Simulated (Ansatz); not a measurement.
C2H8InN can be A, `C[N](C)[InH2]`, or B, `[CH3][In]([CH3])[NH2]`.

Computed with Ansatz on PBE0-D4/def2-TZVP structures; ΔE is electronic, products minus reactants. CCSD(T)/CBS is the MP2 limit (def2-TZVPP, def2-QZVPP) plus CCSD(T) − MP2 in def2-TZVPP, frozen cores. Functionals use def2-TZVPP. B3LYP here is the variant with VWN-RPA as its local correlation; programs differ in this. Elements past krypton have def2 core potentials. For In outer-core shells are correlated without core-valence functions, which leaves a few kJ/mol of doubt a bond. Each species was taken in one conformer, which may not be the lowest.

(1) Which is lower in electronic energy at CCSD(T)/CBS, and by how much? (Estimate.)

(2) Give E(B) − E(A) in kJ/mol with PBE0-D4, MP2/def2-TZVPP, ωB97M-V, B2PLYP, CCSD/def2-TZVPP, HF/def2-TZVPP, B3LYP. (Estimate.)

(3) Does the order hold for the free energy at 298.15 K (harmonic terms from PBE0-D4)? (Best estimate.)

Largest T1 diagnostic: 0.017.

Results:

(1) Computed: B, by 121.1 kJ/mol.

(2) Computed: PBE0-D4 -106.7, MP2/def2-TZVPP -127.3, ωB97M-V -112.7, B2PLYP -115.6, CCSD/def2-TZVPP -114.8, HF/def2-TZVPP -103.5, B3LYP -111.3. None reverses the order clearly.

(3) Ansatz gave: Yes: G(B) − G(A) = -129.7 kJ/mol, for one conformer each. Modes under 60 cm⁻¹, often nearly free rotors, make the harmonic entropy too high.

Leaving LDA and LC-ωPBE aside and taking each functional with its dispersion term where it has one, the values, not all of them listed here, spread over 26.1 kJ/mol, from B2PLYP to B97M-V. LDA lies +21.4 kJ/mol from PBE without D4. At CCSD(T), def2-SVP lies +48.5 kJ/mol from the extrapolated value and def2-TZVPP +6.4 kJ/mol.
